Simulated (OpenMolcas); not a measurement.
## How methods differ on Si2NH5F (SMILES N[Si](F)[SiH3])

Si2NH5F: 9 atoms, total charge 0, spin state doublet. As SMILES, `N[Si](F)[SiH3]`. Geometry: relaxed at PBE0-D4/def2-TZVP. This is one conformer, not always the lowest.

| atom | x (Å) | y (Å) | z (Å) |
| --- | --- | --- | --- |
| N | -0.9770 | 1.3729 | -0.6836 |
| Si | -0.8479 | -0.3224 | -0.5781 |
| F | -0.4955 | -1.0107 | -1.9972 |
| Si | 0.8239 | -0.8830 | 0.9691 |
| H | -1.7423 | 1.8337 | -1.1474 |
| H | -0.1982 | 1.9932 | -0.5288 |
| H | 1.1320 | -2.3318 | 0.8565 |
| H | 2.0785 | -0.1035 | 0.7569 |
| H | 0.3150 | -0.5948 | 2.3356 |

Quantity: the dipole moment, in D. The values are calculated.

| level | kind | program | value (D) | CPU time |
| --- | --- | --- | --- | --- |
| U-revPBE/def2-SVP | GGA | OpenMolcas | 2.10 | 68 s |
| U-r2SCAN/def2-SVP | meta-GGA | OpenMolcas | 2.14 | 76 s |
| UM06-L/def2-SVP | meta-GGA | OpenMolcas | 2.13 | 71 s |
| UTPSS/def2-SVP | meta-GGA | OpenMolcas | 2.11 | 79 s |
| UB3LYP/def2-SVP | global hybrid | OpenMolcas | 2.11 | 67 s |
| UBHLYP/def2-SVP | global hybrid | OpenMolcas | 2.13 | 57 s |
| UM06-2X/def2-SVP | hybrid meta-GGA | OpenMolcas | 2.11 | 63 s |
| UPBE0/def2-SVP | global hybrid | OpenMolcas | 2.14 | 63 s |

The values span 2.10 to 2.14 D. Magnitudes only. CPU times are rough (shared hosts, several kinds of processor and program).
